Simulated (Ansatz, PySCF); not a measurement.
Caution: the highest occupied level lies above zero, so the state may not be bound. This singlet lies 1.72 eV below the relaxed triplet at the level frozen-core CCSD(T)/aug-cc-pVDZ // B3LYP-D3(BJ)/def2-TZVPD (Ansatz, a quantum-chemistry and plane-wave program).

Cartesian coordinates (Å):
```xyz
5

N     -0.5775    -0.0722     0.0116
B      0.6134    -0.7709     0.3334
Cl     2.0543     0.4805    -0.1326
H     -1.4705    -0.5072     0.1615
H     -0.6198     0.8699    -0.3739
```
Charge -1, spin multiplicity 1.

Problem. Predict the HOMO and total energy from PBE-D3(BJ)/def2-TZVPD // B3LYP-D3(BJ)/def2-TZVPD run with PySCF 2.14.0.

Solution. 
```
Item                Result
------------  ------------
HOMO               1.31 eV
total energy  -14715.77 eV
```
